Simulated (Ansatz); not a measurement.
Relaxation of CH$_{5}$BClN (9 atoms, charge 0, multiplicity 1), to a largest force component of 0.015 eV/Å in at most 40 steps.

These are results of RKS r2SCAN-D4/def2-SVP (Ansatz), not measurements.

```xyz
9
Properties=species:S:1:pos:R:3:forces:R:3
N -0.730 0.977 -0.111 -2.45 4.13 -0.10
C 0.017 -0.007 0.535 2.70 -0.24 -0.06
B 0.560 -1.027 -0.553 0.30 -0.24 0.54
Cl -0.484 -2.021 -1.576 0.27 0.40 0.28
H -0.130 1.652 -0.661 -0.73 -1.06 0.77
H -1.227 1.618 0.621 1.04 -1.34 -1.73
H 0.891 0.465 1.094 -0.35 -0.85 -0.01
H -0.574 -0.549 1.249 -0.69 -0.54 0.75
H 1.764 -1.154 -0.615 -0.09 -0.27 -0.43
```

Question: Where does it end, and by what steps?

Answer: The forces met the threshold. After 17 steps the energy has fallen by 0.587 eV; Cl4 moved furthest, 1.20 Å.

```
step  energy less start (eV)  largest force component (eV/Å)  accepted
   0                  0.0000                           4.129       yes
   1                 -0.2807                           1.394       yes
   2                 -0.3360                           0.511       yes
   3                 -0.3551                           0.390       yes
   4                 -0.3800                           0.118       yes
   5                 -0.3985                           0.340       yes
   6                 -0.4468                           0.501       yes
   7                 -0.4910                           0.559       yes
   8                 -0.5488                           0.154       yes
   9                 -0.5665                           0.247       yes
  10                 -0.5266                           0.710        no
  11                 -0.5803                           0.156       yes
  12                 -0.5848                           0.158       yes
  13                 -0.5841                           0.194        no
  14                 -0.5869                           0.036       yes
  15                 -0.5873                           0.016       yes
  16                 -0.5874                           0.021       yes
  17                 -0.5874                           0.010       yes
```

```xyz
9
Properties=species:S:1:pos:R:3
N -1.000 0.896 0.099
C 0.096 0.057 0.525
B 0.566 -1.072 -0.435
Cl 0.057 -1.099 -2.120
H -0.886 1.168 -0.877
H -1.048 1.753 0.646
H 1.073 0.582 0.724
H -0.125 -0.416 1.504
H 1.353 -1.915 -0.084
```

Whether the end is a true minimum wasn't checked by a vibrational analysis.

Time of the run: 77 s on 2 threads of Arm Neoverse N1 (shared host), peak memory 0.17 GiB.
